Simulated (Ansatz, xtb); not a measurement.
# Two isomers of GeH6OSSi

Structure X is `O[Si@@H](S)[GeH3]`, a singlet and structure Y is `O[SiH2][GeH2][SH]`, a singlet. Both are isolated molecules in the gas phase, relaxed with r2SCAN-D4/def2-SVP; the shapes shown needn't be the lowest conformers.

X (Å):

```yaml
atoms:
  - { symbol: Ge, position_ang: [-2.6058, -0.1308, 1.2494] }
  - { symbol: O, position_ang: [-0.4201, -0.3449, -1.3168] }
  - { symbol: S, position_ang: [0.4298, -2.0422, 1.2717] }
  - { symbol: Si, position_ang: [-1.0542, -1.3143, -0.1129] }
  - { symbol: H, position_ang: [0.0421, 0.4483, -1.0170] }
  - { symbol: H, position_ang: [-1.6772, -2.4411, -0.8566] }
  - { symbol: H, position_ang: [1.0789, -2.8059, 0.3621] }
  - { symbol: H, position_ang: [-3.7177, 0.4823, 0.3827] }
  - { symbol: H, position_ang: [-3.2511, -1.0364, 2.3089] }
  - { symbol: H, position_ang: [-1.8859, 1.0211, 1.9735] }
```

Y (Å):

```yaml
atoms:
  - { symbol: Ge, position_ang: [1.3313, -0.0404, 0.3088] }
  - { symbol: O, position_ang: [0.6274, 0.9553, -2.7672] }
  - { symbol: S, position_ang: [1.5829, 1.0515, 2.2597] }
  - { symbol: Si, position_ang: [0.7099, 1.6398, -1.2436] }
  - { symbol: H, position_ang: [0.3401, 1.5277, -3.4889] }
  - { symbol: H, position_ang: [-0.5994, 2.2265, -0.8156] }
  - { symbol: H, position_ang: [1.7362, 2.7314, -1.1719] }
  - { symbol: H, position_ang: [0.2191, -1.0556, 0.6062] }
  - { symbol: H, position_ang: [2.6229, -0.7979, -0.0507] }
  - { symbol: H, position_ang: [2.5221, 1.8989, 1.7813] }
```

Quicker runs give these differences E(Y) − E(X): GFN2-xTB −8.7 kcal/mol; HF/STO-3G +5.2 kcal/mol (at GFN2-xTB geometries); r2SCAN-D4/def2-SVP//GFN2-xTB +6.4 kcal/mol.

**Question.** Estimate E(Y) − E(X) at the level CCSD(T)/def2-SVP + ΔMP2/def2-TZVPP.

**Answer.** Calculated at CCSD(T)/def2-SVP + ΔMP2/def2-TZVPP: E(Y) − E(X) = +5.7 kcal/mol, so structure X lies lower.

Level by level:

```csv
level,geometry,E(Y) − E(X) (kcal/mol),departure from the last row (kcal/mol),"job, with rough time for the two"
GFN2-xTB,GFN2-xTB,−8.7,−14.4,"optimisation, 0.14 s"
HF/STO-3G,GFN2-xTB,+5.2,−0.5,"single point, 0.32 s"
r2SCAN-D4/def2-SVP//GFN2-xTB,GFN2-xTB,+6.4,+0.7,"single point, 2.2 s"
r2SCAN-D4/def2-SVP,r2SCAN-D4/def2-SVP,+7.1,+1.4,"optimisation, 33 s"
HF/def2-SVP,r2SCAN-D4/def2-SVP,+4.1,−1.6,part of the CCSD(T) run
MP2/def2-SVP,r2SCAN-D4/def2-SVP,+6.1,+0.4,part of the CCSD(T) run
CCSD(T)/def2-SVP,r2SCAN-D4/def2-SVP,+5.8,+0.2,single point
CCSD(T)/def2-SVP + ΔMP2/def2-TZVPP,r2SCAN-D4/def2-SVP,+5.7,,"single point, 20 s"
```

As drawn, Y has 1 Ge–S, 1 Si–H in place of 1 S–Si, 1 Ge–H.

GFN2-xTB puts the two in the other order. The largest departure from CCSD(T)/def2-SVP + ΔMP2/def2-TZVPP is that of GFN2-xTB, 14.4 kcal/mol. A small imaginary or near-zero mode remains, so no thermal terms are given. The last row adds to CCSD(T) the change of the MP2 difference between the two basis sets, here −0.2 kcal/mol.

The correlated steps freeze 20 core orbitals; the filled d shell of Ge is correlated, in a basis made for valence electrons. Programs: Ansatz 0.2.0, xtb 6.7.1; the last row on 2 threads of Intel(R) Xeon(R) 6975P-C (Granite Rapids) on a shared host.
